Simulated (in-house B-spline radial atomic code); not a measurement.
Orbital energies and mean radii along the 49-electron series, configuration [Kr] 4d10 4f3. The effective charge is n√(-2ε), a non-relativistic measure. Computed with a radial B-spline atomic code at the basis-set limit: Dirac-Hartree-Fock, average of the configuration, finite nuclei.

```
  ion   Z  energy of 4f5/2 (Eh)  mean radius of 4f5/2 (bohr)  energy of 4d3/2 (Eh)  mean radius of 4d3/2 (bohr)  energy of 4p1/2 (Eh)  mean radius of 4p1/2 (bohr)  energy of 4s1/2 (Eh)  mean radius of 4s1/2 (bohr)  effective charge of 4f5/2
Gd15+  64               -11.547                      0.64443               -17.233                      0.59967               -23.333                       0.5537               -26.207                      0.54441                     19.223
Tb16+  65                     ?                            ?                     ?                            ?                     ?                            ?                     ?                            ?                          ?
Dy17+  66                     ?                            ?                     ?                            ?                     ?                            ?                     ?                            ?                          ?
Ho18+  67               -15.995                      0.56749               -22.398                      0.54839               -29.388                      0.51137               -32.564                      0.50527                     22.624
Er19+  68                     ?                            ?                     ?                            ?                     ?                            ?                     ?                            ?                          ?
Tm20+  69               -19.296                      0.52722                -26.18                      0.51889               -33.813                      0.48625               -37.197                      0.48183                     24.849
Yb21+  70               -21.046                      0.50948               -28.172                      0.50531               -36.144                       0.4745               -39.633                      0.47081                     25.951
Lu22+  71               -22.862                      0.49307               -30.231                      0.49243               -38.553                      0.46325               -42.149                      0.46023                     27.048
Hf23+  72               -24.743                      0.47782               -32.358                       0.4802               -41.042                      0.45246               -44.745                      0.45005                     28.138
Ta24+  73               -26.689                      0.46361               -34.551                      0.46856                -43.61                       0.4421               -47.423                      0.44026                     29.224
 W25+  74                 -28.7                      0.45031               -36.811                      0.45748               -46.259                      0.43215               -50.182                      0.43083                     30.305
Re26+  75               -30.777                      0.43784               -39.138                       0.4469                -48.99                      0.42259               -53.023                      0.42174                     31.382
Os27+  76               -32.918                      0.42611               -41.532                      0.43681               -51.802                      0.41339               -55.948                      0.41298                     32.456
Ir28+  77               -35.123                      0.41506               -43.992                      0.42715               -54.697                      0.40452               -58.956                      0.40452                     33.525
Pt29+  78               -37.393                      0.40461                -46.52                      0.41791               -57.675                      0.39598               -62.049                      0.39635                     34.592
```

Q: Fill in the row of Tb16+.

A: energy of 4f5/2 (Eh): -12.962; mean radius of 4f5/2 (bohr): 0.61603; energy of 4d3/2 (Eh): -18.887; mean radius of 4d3/2 (bohr): 0.58152; energy of 4p1/2 (Eh): -25.273; mean radius of 4p1/2 (bohr): 0.53891; energy of 4s1/2 (Eh): -28.247; mean radius of 4s1/2 (bohr): 0.53079; effective charge of 4f5/2: 20.366.

Q: Fill in the row of Dy17+.

A: energy of 4f5/2 (Eh): -14.445; mean radius of 4f5/2 (bohr): 0.59055; energy of 4d3/2 (Eh): -20.608; mean radius of 4d3/2 (bohr): 0.56446; energy of 4p1/2 (Eh): -27.292; mean radius of 4p1/2 (bohr): 0.52482; energy of 4s1/2 (Eh): -30.366; mean radius of 4s1/2 (bohr): 0.51775; effective charge of 4f5/2: 21.5.

Q: Fill in the row of Er19+.

A: energy of 4f5/2 (Eh): -17.613; mean radius of 4f5/2 (bohr): 0.54647; energy of 4d3/2 (Eh): -24.256; mean radius of 4d3/2 (bohr): 0.53323; energy of 4p1/2 (Eh): -31.562; mean radius of 4p1/2 (bohr): 0.49853; energy of 4s1/2 (Eh): -34.841; mean radius of 4s1/2 (bohr): 0.49331; effective charge of 4f5/2: 23.74.

Q: How does the screening of 4f5/2 change?

A: Z less the effective charge goes from 44.78 at Z = 64 to 43.41 at Z = 78.
